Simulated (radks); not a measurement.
All-electron atom: Sm LIV in [He] 2s2 2p5. All-electron calculation, Dirac Kohn-Sham, relativistic LDA (MacDonald-Vosko exchange, VWN5 correlation), spin-unpolarised, spherical densities, finite nucleus; open shells fill j = l - 1/2 first; Fermi nuclear charge, rms radius 5.0819 fm. Program: a radial shooting solver on a logarithmic mesh with Libxc functionals.

Normalised radial functions P(r) = r R(r) (large component), r in bohr:

```
   r/bohr * 2p1/2 (the largest magnitude, 3.41, reaches the edge; | marks zero)
 0.001731 |*
 0.001905 |*
 0.002097 |*
 0.002309 |*
 0.002541 | *
 0.002797 | *
 0.003055 | *
 0.003362 | *
 0.003701 |  *
 0.004074 |  *
 0.004485 |  *
 0.004936 |   *
 0.005434 |   *
 0.005981 |    *
 0.006584 |     *
  0.00719 |     *
 0.007914 |      *
 0.008711 |       *
 0.009589 |         *
  0.01056 |          *
  0.01162 |            *
  0.01279 |             *
  0.01408 |               *
   0.0155 |                 *
  0.01692 |                   *
  0.01863 |                      *
   0.0205 |                         *
  0.02257 |                            *
  0.02484 |                               *
  0.02735 |                                  *
   0.0301 |                                     *
  0.03314 |                                         *
  0.03648 |                                            *
  0.03983 |                                               *
  0.04384 |                                                 *
  0.04826 |                                                   *
  0.05312 |                                                     *
  0.05848 |                                                      *
  0.06437 |                                                      *
  0.07085 |                                                     *
  0.07799 |                                                   *
  0.08585 |                                                 *
  0.09375 |                                             *
   0.1032 |                                         *
   0.1136 |                                    *
    0.125 |                              *
   0.1376 |                         *
   0.1515 |                    *
   0.1668 |               *
   0.1836 |           *
   0.2021 |       *
   0.2207 |     *
   0.2429 |   *
   0.2674 | *
   0.2943 |*
    0.324 |*
```

2p1/2: eigenvalue -11259.1 eV, 0 radial nodes, <r> = 0.0787 bohr, 90 % of the charge inside 0.129 bohr.
